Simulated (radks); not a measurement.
All-electron atom: the gold ion Au2+ in [Xe] 4f14 5d9 (the NIST ground configuration). All-electron calculation, scalar-relativistic Kohn-Sham, Slater X-alpha with alpha = 0.728, spin-polarised, spherical densities, finite nucleus; open shells are filled with parallel spins first (spin-orbit coupling, left out, can overturn this in heavy ions); Fermi nuclear charge, rms radius 5.4371 fm. Program: a radial shooting solver on a logarithmic mesh with Libxc functionals.

Radial electron density D(r) = 4 pi r^2 rho(r):

r (bohr)   D(r) (e/bohr)   spin D(r)
0.0007357          6.534  -0.0000181
0.0008496          8.125  -0.0000224
0.0009734          9.956  -0.0000274
0.001124           12.30  -0.0000338
0.001298           15.15  -0.0000414
0.001499           18.57  -0.0000506
0.001732           22.64  -0.0000614
0.002              27.45  -0.0000740
0.002291           32.73  -0.0000877
0.002646           39.14   -0.000104
0.003056           46.38   -0.000122
0.003529           54.42   -0.000142
0.004076           63.11   -0.000163
0.004707           72.22   -0.000185
0.005393           80.89   -0.000205
0.006228           89.70   -0.000226
0.007192           97.57   -0.000245
0.008306           103.9   -0.000263
0.009593           108.0   -0.000279
0.01108            109.6   -0.000296
0.01269            108.7   -0.000313
0.01466            105.7   -0.000330
0.01693            101.6   -0.000333
0.01955            98.14   -0.000285
0.02258            97.30  -0.0000993
0.02587            100.5    0.000360
0.02988            108.8     0.00144
0.0345             121.1     0.00362
0.03985            134.7     0.00760
0.04602            145.1      0.0143
0.05315            148.2      0.0244
0.06089            143.1      0.0373
0.07032            131.5      0.0539
0.08121            119.9      0.0707
0.09379            115.4      0.0827
0.1083             120.9      0.0839
0.1251             131.9      0.0695
0.1433             137.8      0.0427
0.1655             130.9      0.0103
0.1911             110.8    -0.00737
0.2208             88.11     0.00861
0.2549             75.98      0.0617
0.2921             78.06       0.126
0.3373             86.74       0.168
0.3896             89.29       0.150
0.4499             79.20      0.0766
0.5196             60.56     0.00257
0.6001             42.29     0.00443
0.6875             30.75       0.119
0.794              24.69       0.345
0.9169             21.69       0.602
1.059              18.76       0.792
1.223              14.97       0.848
1.412              10.85       0.769
1.618              7.371       0.613
1.869              4.514       0.420
2.158              2.536       0.250
2.492              1.287       0.128
2.879             0.5755      0.0547
3.324             0.2200      0.0191
3.809            0.07464     0.00572
4.399            0.01918     0.00121
5.08            0.003820    0.000179

D(r) has 4 maxima, at r = 0.0113, 0.0519, 0.144, 0.374 bohr, and minima at 0.0217, 0.0930, 0.265 bohr, inside which lie 1.88, 11.02, 29.99 electrons.
